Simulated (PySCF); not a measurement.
CH8ClNSi2, SMILES C[Si@@H](Cl)N[SiH3]. Geometry: PBE0-D3(BJ)/def2-SVP. The structure was generated by enumeration; whether it is a known compound was not checked. One conformer was computed; it need not be the lowest.

Computed equilibrium geometry at PBE0-D3(BJ)/def2-SVP (PySCF confirms it by a frequency run) as a Z-matrix (one conformer of several):
```
N
H 1 1.0177
Si 1 1.7292 2 113.72
Si 1 1.7461 2 114.91 3 -166.30
H 3 1.4883 1 107.30 2 27.67
H 4 1.4910 1 107.47 2 -178.61
H 4 1.4950 6 109.48 1 -119.93
H 4 1.4957 6 108.99 7 -117.46
C 3 1.8600 5 113.04 1 -123.91
H 9 1.1001 3 111.08 5 -175.81
H 9 1.1003 10 107.84 3 -120.45
H 9 1.1009 10 108.60 11 -117.71
Cl 3 2.0894 5 106.08 1 119.24
```
